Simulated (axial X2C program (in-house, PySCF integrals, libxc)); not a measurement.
Nuclear properties of NaHg

Computed with an in-house all-electron X2C program for linear molecules (integrals from PySCF): two-component X2C with atomic mean-field Coulomb and Gaunt terms, Gaussian nuclei, basis Hg dyall-cv3z, Na dyall-cv3z with contracted cores.

R = 3.337 Å (near the PBE0 minimum at charge 0 of the determinant lowest at the starting distance; the state shown can have its own minimum elsewhere).

Input and command:
```json
{"zs": [80, 11], "q": 0, "bas": ["dyall-cv3z", "dyall-cv3z"], "r0": 2.88, "levels": ["PBE0", "HF", "PBE50", "r2SCAN", "TPSSh"], "nst": 3}
```
```bash
python soeom.py task.json out
```

Keys: zs atomic numbers; q charge; bas basis sets; r0 starting distance in Å; levels methods; nst determinants followed.

Determinant lowest in the PBE0 search, Ω = 1/2 (⟨Sz⟩ = 0.49, ⟨Lz⟩ = 0.01 at PBE0), spin on the atoms Hg 0.07, Na 0.43:

```json
{"level": "PBE0", "Eeff magnitude (GV/cm)": "29.2", "Ws magnitude Hg (kHz)": "67.2", "A∥/gI Hg (MHz)": "1160", "qzz Hg (a.u.)": "-1.29", "A∥/gI Na (MHz)": "557", "qzz Na (a.u.)": "-0.03", "μ (D)": "0.68"}
{"level": "HF", "Eeff magnitude (GV/cm)": "57.3", "Ws magnitude Hg (kHz)": "133", "A∥/gI Hg (MHz)": "796", "qzz Hg (a.u.)": "-0.85", "A∥/gI Na (MHz)": "512", "qzz Na (a.u.)": "-0.02", "μ (D)": "-0.71"}
{"level": "PBE50", "Eeff magnitude (GV/cm)": "36.4", "Ws magnitude Hg (kHz)": "84", "A∥/gI Hg (MHz)": "1170", "qzz Hg (a.u.)": "-1.27", "A∥/gI Na (MHz)": "542", "qzz Na (a.u.)": "-0.03", "μ (D)": "0.56"}
{"level": "r2SCAN", "Eeff magnitude (GV/cm)": "35.4", "Ws magnitude Hg (kHz)": "81.7", "A∥/gI Hg (MHz)": "934", "qzz Hg (a.u.)": "-1.63", "A∥/gI Na (MHz)": "578", "qzz Na (a.u.)": "-0.04", "μ (D)": "1.08"}
{"level": "TPSSh", "Eeff magnitude (GV/cm)": "26.7", "Ws magnitude Hg (kHz)": "61.2", "A∥/gI Hg (MHz)": "1240", "qzz Hg (a.u.)": "-1.35", "A∥/gI Na (MHz)": "521", "qzz Na (a.u.)": "-0.03", "μ (D)": "0.66"}
```

Determinant 1.68 eV from it at PBE0 and this distance, Ω = 3/2 (⟨Sz⟩ = 0.50, ⟨Lz⟩ = 1.00 at PBE0), spin on the atoms Hg 0.13, Na 0.37:

| level | Eeff magnitude (GV/cm) | Ws magnitude Hg (kHz) | A∥/gI Hg (MHz) | qzz Hg (a.u.) | A∥/gI Na (MHz) | qzz Na (a.u.) | μ (D) |
| --- | --- | --- | --- | --- | --- | --- | --- |
| PBE0 | 2.96 | 2.06 | -230 | 1.40 | 9.75 | 0.05 | 3.44 |
| HF | 23.5 | 18 | -928 | 0.91 | 13.4 | 0.04 | 2.96 |
| PBE50 | 4.53 | 3.26 | -340 | 1.31 | 10 | 0.05 | 3.60 |
| r2SCAN | 0.839 | 0.429 | -376 | 1.57 | 12.3 | 0.04 | 3.72 |
| TPSSh | 2.71 | 1.9 | -157 | 1.40 | 8.88 | 0.05 | 3.03 |

Eeff is the effective electric field on the electron electric dipole moment in this Ω state and Ws the scalar–pseudoscalar constant of the nucleus named (defined with the proton number Z and per Ω); A∥ (defined per Ω) follows by multiplying with gI = μI/(I μN); qzz is the electric field gradient, eQq0 = 234.96 MHz × Q/barn × qzz; μ is positive if the Na end (last atom) is positive. The operators were transformed with the bare-nucleus X2C matrices; with these basis sets, hyperfine constants and field gradients can be off by tens of per cent, and where levels differ in sign neither size nor sign is settled.

Problem. With gI(199Hg) = 1.0118, gI(23Na) = 1.4783 (g factors from the IAEA table of nuclear moments by Stone), turn the PBE0 values of the first state into constants in MHz.

Solution. A∥(199Hg) = 1160 × 1.0118 = 1170 MHz; A∥(23Na) = 557 × 1.4783 = 823 MHz.

Each state is one determinant with collinear spin. Unrestricted Hartree–Fock can overshoot spin polarisation at the nuclei. Where Eeff spreads by more than a factor of two the levels disagree and none is to be relied on. The search compared states at one distance, so a state with another bond length can lie lower. PBE0 term energies can be off by some tenths of an eV.
